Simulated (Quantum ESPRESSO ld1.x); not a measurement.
Question: Coherent X-ray form factor from a spherical all-electron density. Calculated with ld1.x of Quantum ESPRESSO 7.5: scalar-relativistic Kohn-Sham, LDA (Slater exchange, Perdew-Wang correlation), spin-polarised, spherical densities, point nucleus.

sin(theta)/lambda (1/angstrom),f0 (electrons)
0.05,16.927
0.1,16.709
0.15,16.359
0.2,15.889
0.25,15.321
0.3,14.677
0.4,13.256
0.5,11.805
0.6,10.463
0.8,8.371
1,7.048
1.25,6.014
1.5,5.206
2,3.727

The species is in the configuration that NIST lists as its ground one. Which atom or ion scatters so?

Answer: The nickel ion Ni11+, [Ne] 3s2 3p5. Extrapolating in s^2 from the first two rows gives f0(0) = 17.0, near the electron count 17; among species with that count, the fall with angle is slower the higher Z, and the table is that of Z = 28; from so few rows the species is fixed only to a neighbour or two.
